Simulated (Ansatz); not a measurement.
`[CH3][AlH][NH][SiH2]C`, relaxed with RKS PBE0-D4/def2-TZVP in Ansatz 0.2.0 from a PBE-D4/def2-SVP geometry. The force threshold is 0.005 eV/Å; the program also tests the step.

Total charge 0; spin multiplicity 1.

Start:

```xyz
15

C    -2.282   -2.342   -0.172
Al   -0.523   -1.585    0.260
N    -0.013   -0.016   -0.476
Si    1.496    0.874   -0.306
C     1.253    2.574    0.480
H    -2.898   -1.689   -0.825
H    -2.172   -3.322   -0.686
H    -2.866   -2.543    0.753
H     0.524   -2.284    1.247
H    -0.689    0.435   -1.107
H     2.398    0.028    0.552
H     2.160    1.072   -1.650
H     0.579    3.207   -0.134
H     0.811    2.484    1.493
H     2.224    3.106    0.570
```

| step | energy (eV) | largest force (eV/Å) | largest move (Å) |
| --- | --- | --- | --- |
| 1 | -18194.8366 | 0.532 | 0.000 |
| 2 | -18194.8937 | 0.299 | 0.030 |
| 3 | -18194.9017 | 0.035 | 0.022 |
| 4 | -18194.9018 | 0.016 | 0.004 |
| 5 | -18194.9018 | 0.013 | 0.003 |
| 6 | -18194.9019 | 0.009 | 0.011 |
| 7 | -18194.9019 | 0.004 | 0.004 |

End:

```xyz
15

C    -2.255   -2.317   -0.170
Al   -0.510   -1.559    0.256
N    -0.013   -0.010   -0.481
Si    1.468    0.863   -0.307
C     1.239    2.542    0.481
H    -2.851   -1.677   -0.826
H    -2.147   -3.288   -0.663
H    -2.837   -2.496    0.740
H     0.522   -2.246    1.244
H    -0.682    0.421   -1.106
H     2.360    0.023    0.536
H     2.126    1.064   -1.633
H     0.574    3.169   -0.119
H     0.808    2.450    1.481
H     2.198    3.061    0.567
```

It took 18 s on 4 threads of a server CPU on a shared host, with 0.67 GiB of host memory at the peak.
